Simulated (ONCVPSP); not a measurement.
PBE ONCV dataset for Cd (Z = 48), scalar-relativistic all-electron reference.

- Element: Cd
- Generator: ONCVPSP 4.0.1
- Type: optimised norm-conserving Vanderbilt (ONCV)
- Functional: PBE
- Relativity: scalar-relativistic
- Frozen core: [Ar] 3d10
- Valence charge: 20
- Reference configuration: 4s2 4p6 4d10 (charge +2)
- Partial waves: 4s: rc 1.05 bohr, ncon 4, nbas 8, qcut 7.4 1/bohr, 2 projectors, debl 1.7 Ha; 4p: rc 1.20 bohr, ncon 3, nbas 7, qcut 10.4 1/bohr, 2 projectors, debl 2.6 Ha; 4d: rc 1.60 bohr, ncon 3, nbas 7, qcut 10.6 1/bohr, 3 projectors, debl 3.8 Ha
- Local potential: polynomial inside 0.85 bohr (lpopt 5, dvloc0 0 Ha)
- Core correction: Teter function fitted to the true core (icmod 2), fcfact 0.55

In the s channel the program set the typed energies aside and used -4.587, 0.250 Ha. In the p channel the program set the typed energies aside and used -3.157, 0.250 Ha.

(1) Estimate the cutoffs (Ha) at which the residual kinetic energy of the hardest occupied pseudo-wave falls to 1 and 0.1 mHa per electron.

(2) Does the potential have ghost states?

(3) Which valence shell sets the plane-wave cutoff?

(4) Tests: 4s2 4p6 4d10 5s2; 4s2 4p6 4d10 5s1; 4s2 4p6 4d9; 4s2 4p6 4d8. Which has the largest error in its energy relative to the reference configuration, and how large is it?

Answers

(1) 136 Ha and 166 Ha.

(2) No bound ghost flagged; GHOST(+) flagged for s at 191.3 eV.

(3) 4s: 136 Ha for 1 mHa per electron, against 39 Ha for 4p.

(4) 4s2 4p6 4d9, with -8.5 meV (all-electron minus pseudo) on +38.01 eV.
